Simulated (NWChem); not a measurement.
System: BSiH$_{5}$O; SMILES [SiH3]BO

```xyz
8

B     -0.5737    -0.7688    -0.0016
H     -1.7605    -1.0192    -0.0090
O      0.2380    -1.8444     0.0020
H      1.1773    -1.6281     0.0090
Si     0.0930     1.1580     0.0003
H     -0.4412     1.9085     1.1819
H     -0.3610     1.8773    -1.2335
H      1.5935     1.2340     0.0476
```
Atoms are numbered in this order, from 1.

Level: PBE0/def2-SVP (NWChem), optimised geometry, unscaled harmonic frequencies. 

```json
[
 {"frequency (cm⁻¹)": "93", "IR intensity (km/mol)": "1.0"},
 {"frequency (cm⁻¹)": "221", "IR intensity (km/mol)": "15.2"},
 {"frequency (cm⁻¹)": "413", "IR intensity (km/mol)": "72.9"},
 {"frequency (cm⁻¹)": "500", "IR intensity (km/mol)": "13.6"},
 {"frequency (cm⁻¹)": "656", "IR intensity (km/mol)": "3.0"},
 {"frequency (cm⁻¹)": "689", "IR intensity (km/mol)": "30.0"},
 {"frequency (cm⁻¹)": "871", "IR intensity (km/mol)": "21.8"},
 {"frequency (cm⁻¹)": "883", "IR intensity (km/mol)": "185.1"},
 {"frequency (cm⁻¹)": "932", "IR intensity (km/mol)": "41.2"},
 {"frequency (cm⁻¹)": "939", "IR intensity (km/mol)": "35.7"},
 {"frequency (cm⁻¹)": "1007", "IR intensity (km/mol)": "78.5"},
 {"frequency (cm⁻¹)": "1174", "IR intensity (km/mol)": "127.6"},
 {"frequency (cm⁻¹)": "1373", "IR intensity (km/mol)": "194.4"},
 {"frequency (cm⁻¹)": "2189", "IR intensity (km/mol)": "101.7"},
 {"frequency (cm⁻¹)": "2214", "IR intensity (km/mol)": "66.7"},
 {"frequency (cm⁻¹)": "2216", "IR intensity (km/mol)": "91.0"},
 {"frequency (cm⁻¹)": "2593", "IR intensity (km/mol)": "138.7"},
 {"frequency (cm⁻¹)": "3878", "IR intensity (km/mol)": "74.7"}
]
```

| Quantity | Value |
|---|---|
| zero-point energy | 32.6 kcal/mol |
| thermal correction to the enthalpy at 298.15 K (with zero-point energy) | 36.5 kcal/mol |
| heat capacity Cv | 16.9 cal/(mol K) |
| entropy at 298.15 K and 1 atm (symmetry number 1) | 70.5 cal/(mol K) |
| dipole moment | 1.35 D |

Rigid rotor and harmonic oscillator; modes under 100 cm⁻¹ make the entropy uncertain.
